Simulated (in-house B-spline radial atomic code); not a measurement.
Results of a calculation; reference values are marked as such.
## Two electrons in InAs: a Gaussian well −V exp(−r²/w²) with V = 21.8 meV and w = 183 nm

For InAs the NSM archive of the Ioffe Institute lists m* = 0.023 m0 and ε = 15.15. In so narrow a gap the band flattens within tens of meV, so real spacings are smaller, by up to some tenths.

Effective-mass model with parabolic bands, a uniform dielectric constant, no image charges, no central-cell or spin-orbit terms. Two-electron levels come from full CI in B-splines with partial waves to l = 5 (up to 0.001 effective hartree above the limit).

(1) What are the effective units, and what is the potential in them?

In these units the lowest s and p orbitals lie at -6.870888 and -6.155176, and their Coulomb and exchange integrals are J_ss = 0.676763, J_sp = 0.558600 and K_sp = 0.1105. Full CI gives -13.132039 for the ground singlet, -12.595127 for the sp triplet, -12.423777 for the sp singlet and -11.936198 for the lowest triplet of two s orbitals.

(2) What does it cost to add the second electron, to first order and exactly?

(3) How far above the singlet do the triplets lie?

Results:

(1) Ha* = 27211.386 meV × 0.023/15.15² = 2.727 meV and a* = 0.0529177 nm × 15.15/0.023 = 34.86 nm. V = 7.98 Ha* and w = 5.24 a*.

(2) To first order E = 2ε_s + J_ss = -13.065012, so the charging energy E(2) − 2E(1) is J_ss = 1.845 meV. CI gives -13.132039 − 2 × (-6.870888) = 0.609737, or 1.663 meV: relaxation and correlation lower it by 0.1828 meV, 9.9 % of J_ss. The s² configuration of one-electron orbitals holds 96.4 % of the state, and the mean radius is 50.3 nm. The second electron is bound by ε_s − E = 17.07 meV, against 18.74 meV for the first.

(3) To first order the sp triplet lies at ε_s + ε_p + J_sp − K_sp = -12.577977, which is 1.328 meV above 2ε_s + J_ss. CI gives -12.595127 − (-13.132039) = 0.536912, or 1.464 meV, 75 % of the orbital spacing of 1.952 meV. The ss triplet lies 3.261 meV up, so the lower of the two is the sp one, and its gap equals k_BT at 17 K. The sp singlet-triplet splitting is 0.4672 meV, against 2K_sp = 0.6027 meV.
